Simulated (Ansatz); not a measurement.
Input for Ansatz (development build ahead of 0.2.0):

```yaml
crystal:
  periodic: [false, false, false]
  atoms:
    - { symbol: Cu, position_ang: [0.0, 0.0, 0.0] }
    - { symbol: F, position_ang: [0.0, 0.0, 1.8148] }
basis:
  gaussian: { orbitals: cc-pVTZ }
magnetization:
  spin_polarized: true
hamiltonian:
  xc: hf
correlation:
  method: ccsd_t
  frozen_orbitals: { Cu: 5, F: 1 }
```

The input is written out in the form of the current development build from the run's settings.

Results

```json
{
  "Converged": "yes",
  "Reference energy": "-1738.45065 hartree",
  "Correlation energy": "-1.07526 hartree",
  "Total energy": "-1739.52591 hartree"
}
```
